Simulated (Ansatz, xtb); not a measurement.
# Two isomers of C4H2F4O

We compare I, `O=C(F)/C=C\C(F)(F)F`, a singlet, with II, `FC1=CC(F)(F)O[C@@H]1F`, a singlet. Both are isolated molecules in the gas phase, relaxed with PBE0-D3(BJ)/def2-SVP, each in the lowest conformer that the search found.

I (Å):

```tsv
atom	x (Å)	y (Å)	z (Å)
C	-0.4913	-1.9075	0.5769
C	0.6153	-1.3314	-0.2147
C	1.3684	-0.2595	0.0516
C	1.3007	0.6690	1.2410
F	-0.7499	-1.2467	1.7037
F	0.1254	1.2853	1.3307
F	1.5322	0.0349	2.3870
F	2.2388	1.6109	1.1066
O	-1.1142	-2.8679	0.2692
H	0.8062	-1.8921	-1.1326
H	2.1498	0.0167	-0.6617
```

II (Å):

```yaml
atoms:
  - { symbol: C, position_ang: [0.5600, -1.6107, -0.3436] }
  - { symbol: C, position_ang: [-0.6228, -2.1938, -0.2112] }
  - { symbol: C, position_ang: [-1.5865, -1.1126, 0.1687] }
  - { symbol: C, position_ang: [0.4632, -0.1283, -0.1019] }
  - { symbol: F, position_ang: [1.7131, -2.1357, -0.6707] }
  - { symbol: F, position_ang: [-2.1844, -1.3450, 1.3460] }
  - { symbol: F, position_ang: [-2.5713, -0.9601, -0.7273] }
  - { symbol: F, position_ang: [0.7450, 0.5539, -1.2397] }
  - { symbol: O, position_ang: [-0.8579, 0.0601, 0.2709] }
  - { symbol: H, position_ang: [-0.9023, -3.2361, -0.3469] }
  - { symbol: H, position_ang: [1.1353, 0.2482, 0.6874] }
```

Q: Estimate E(II) − E(I) at the level CCSD(T)/def2-SVP + ΔMP2/def2-TZVPP.

A: Calculated at CCSD(T)/def2-SVP + ΔMP2/def2-TZVPP: E(II) − E(I) = +10.8 kcal/mol, so structure I lies lower.

How the difference moves with the method:

```
                             level              geometry  E(II) − E(I) (kcal/mol)  departure from the last row (kcal/mol)  job, with rough time for the two
                          GFN2-xTB              GFN2-xTB                     −10.9                                   −21.7              optimisation, 0.13 s
                         HF/STO-3G              GFN2-xTB                     −23.0                                   −33.8               single point, 0.4 s
                r2SCAN-D4/def2-SVP              GFN2-xTB                     +13.0                                    +2.2               single point, 3.7 s
              PBE0-D3(BJ)/def2-SVP  PBE0-D3(BJ)/def2-SVP                      +9.6                                    −1.3                optimisation, 29 s
                       HF/def2-SVP  PBE0-D3(BJ)/def2-SVP                     +13.5                                    +2.7           part of the CCSD(T) run
                      MP2/def2-SVP  PBE0-D3(BJ)/def2-SVP                     +16.9                                    +6.1           part of the CCSD(T) run
                  CCSD(T)/def2-SVP  PBE0-D3(BJ)/def2-SVP                     +16.3                                    +5.4                      single point
CCSD(T)/def2-SVP + ΔMP2/def2-TZVPP  PBE0-D3(BJ)/def2-SVP                     +10.8                                                        single point, 91 s
```

As drawn, II has 2 C–O in place of 1 C=O. Structure I has no ring, II a 5-membered ring.

GFN2-xTB, HF/STO-3G put the two in the other order. The largest departure from CCSD(T)/def2-SVP + ΔMP2/def2-TZVPP is that of HF/STO-3G, 33.8 kcal/mol. A small imaginary or near-zero mode remains, so no thermal terms are given. The last row adds to CCSD(T) the change of the MP2 difference between the two basis sets, here −5.4 kcal/mol, a large step that makes the value less sure.

The correlated steps freeze 9 core orbitals. Codes used: Ansatz 0.2.0, xtb 6.7.1; the last row on 4 threads of Arm Neoverse V1 on a shared host.
